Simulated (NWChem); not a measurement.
The numbers come from NWChem runs, not from measurements. System: HB, charge 0, spin multiplicity 1, at a geometry optimised with PBE0/def2-SVP. The structure started from a generated list of species. Level: MP2/def2-TZVPD, 1 core orbitals frozen.

Input file:

```
start mol
memory heap 200 mb stack 900 mb global 1100 mb
geometry units angstroms nocenter noautoz
  B      0.000000     0.000000     0.208709
  H      0.000000     0.000000    -1.043544
  symmetry group C2v
end
basis spherical
  * library def2-tzvpd
end
scf
  rhf
  nopen 0
  maxiter 100
  thresh 1e-7
  semidirect memsize 60000000 filesize 0
end
mp2
  freeze core 1
end
task mp2 energy
```

Output (cleaned and shortened):

```
             Northwest Computational Chemistry Package (NWChem) 7.3.0
             --------------------------------------------------------

                                NWChem Input Module
                                -------------------

 Scaling coordinates for geometry "geometry" by  1.889725989
 (inverse scale =  0.529177249)

 Turning off AUTOSYM since
 SYMMETRY directive was detected!

                             Geometry "geometry" -> ""
                             -------------------------

 Output coordinates in angstroms (scale by  1.889725989 to convert to a.u.)

  No.       Tag          Charge          X              Y              Z
 ---- ---------------- ---------- -------------- -------------- --------------
    1 B                    5.0000     0.00000000     0.00000000     0.20870900
    2 H                    1.0000     0.00000000     0.00000000    -1.04354400

 Effective nuclear repulsion energy (a.u.)       2.1129007038

            Nuclear Dipole moment (a.u.)
            ----------------------------
        X                 Y               Z
 ---------------- ---------------- ----------------
     0.0000000000     0.0000000000     0.0000018897

      Symmetry information
      --------------------

 Group name             C2v
 Group number             16
 Group order               4
 No. of unique centers     2

      Symmetry unique atoms

     1    2


 Summary of "ao basis" -> "" (spherical)
 ------------------------------------------------------------------------------
       Tag                 Description            Shells   Functions and Types
 ---------------- ------------------------------  ------  ---------------------
 *                         def2-tzvpd                 on all atoms

 Summary of "ao basis" -> "ao basis" (spherical)
 ------------------------------------------------------------------------------
       Tag                 Description            Shells   Functions and Types
 ---------------- ------------------------------  ------  ---------------------
 B                         def2-tzvpd               13       37   6s3p3d1f
[...]
     1   1 0 0      0.000000      0.000000      0.000000
     1   0 1 0      0.000000      0.000000      0.000000
     1   0 0 1     -0.662506      0.000000      0.000002

     2   2 0 0     -5.032113      0.000000      0.000000
     2   1 1 0      0.000000      0.000000      0.000000
     2   1 0 1     -0.000000      0.000000      0.000000
     2   0 2 0     -5.032113      0.000000      0.000000
     2   0 1 1     -0.000000      0.000000      0.000000
     2   0 0 2     -7.979588      0.000000      4.666600

                   NWChem MP2 Semi-direct Energy/Gradient Module
                   ---------------------------------------------

  Basis functions       =     46
  Molecular orbitals    =     46
  Frozen core           =      1
  Frozen virtuals       =      0
  Active alpha occupied =      2
  Active beta occupied  =      2
  Active alpha virtual  =     43
  Active beta virtual   =     43
  Use MO symmetry       = T
  Use skeleton AO sym   = T

  AO/Fock/Back tols     =   1.0D-09  1.0D-09  1.0D-09

 GA uses MA = F    GA memory limited = T

 Available:
  local mem=  1.26D+08
 global mem=  1.44D+08
 local disk=  0.00D+00
  mp2_memr nvloc                    43
  nvloc new                    43
   1 passes of   2:        3145728                       8614                    319767.
   1 passes of   2: M    126154003           G      144174968           F     123008275.

 Semi-direct pass number   1 of   1  for RHF alpha+beta  at        0.2s
  vrange nnbf                  1081
  mp2_eaftype                    10  avail_ma_in_mb                  1099
 EAF : mp2_eaftype filesize          10     159883.
  mp2_eaf for mointskh                     10
Node 0 wrote      0.7 Mb in      0.0 s     Agg I/O rate:  2669.7 Mb/s
 Done moints_semi at        0.3s
  mp2_eaftype                    10  avail_ma_in_mb                  1089
 EAF : mp2_eaftype filesize          10     159883.
  mp2_eaf for kh                    10
 Done maket at        0.3s
 Done multipass loop at        0.3s

          -------------------------------------------
          SCF energy                 -25.130021427174
          Correlation energy          -0.070948737001
          Singlet pairs               -0.063849605370
          Triplet pairs               -0.007099131632
          Total MP2 energy           -25.200970164175
          -------------------------------------------

          ---------------------------------------------------
                    Spin Component Scaled (SCS) MP2
          Same spin pairs                     -0.004732754421
          Same spin scaling factor             0.333333333333
          Opposite spin pairs                 -0.066215982580
          Opposite spin scaling fact.          1.200000000000
          SCS-MP2 correlation energy          -0.081036763903
          Total SCS-MP2 energy               -25.211058191077
          ---------------------------------------------------

 -----------------------
 Performance information
 -----------------------

 Timer overhead =  1.73D-07 seconds/call

               Nr. of calls         CPU time (s)                 Wall time (s)                GFlops
             ---------------    -------------------     ------------------------------   -------------------
Name         Min   Avg   Max    Min     Avg     Max     Min     Avg     Max   Mx/calls   Min     Max     Sum
mp2: moin     1     1     1   0.15    0.15    0.15     0.15    0.15    0.15    0.15      0.0     0.0     0.0
mp2: make     1     1     1   2.24E-3 2.24E-3 2.24E-3  2.24E-3 2.24E-3 2.24E-3 2.24E-3   0.0     0.0     0.0
mp2: tota     1     1     1   0.17    0.17    0.17     0.17    0.17    0.17    0.17      0.0     0.0     0.0

 The average no. of pstat calls per process was 3.00D+00
 with a timing overhead of 5.19D-07s

 Task  times  cpu:        0.3s     wall:        0.3s

 Total times  cpu:        0.3s     wall:        0.3s
```
